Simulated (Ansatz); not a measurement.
A structure relaxed at PBE0-D4/def2-TZVP, charge 0, multiplicity 1:

```csv
atom,x (Å),y (Å),z (Å)
C1,-0.153,1.393,-0.442
N2,-0.360,-0.031,-0.410
Si3,-0.532,-1.219,0.788
Sb4,0.844,-1.523,-1.273
H5,0.766,1.709,0.069
H6,-0.100,1.752,-1.475
H7,-0.996,1.903,0.038
H8,0.143,-1.030,2.102
H9,-1.884,-1.805,0.973
H10,2.273,-1.149,-0.370
```

Q: Give its formula and SMILES.

A: CH6NSbSi, `C[N]1[SiH2][SbH]1`.

Q: Summarise the bond lengths by kind.

A: 1 × C–N 1.439 Å; 3 × C–H 1.094 to 1.098 Å; 1 × N–Si 1.697 Å; 1 × N–Sb 2.102 Å; 1 × Sb–Si 2.497 Å; 2 × H–Si 1.485 to 1.489 Å; 1 × H–Sb 1.732 Å.

All numbers were calculated with Ansatz.
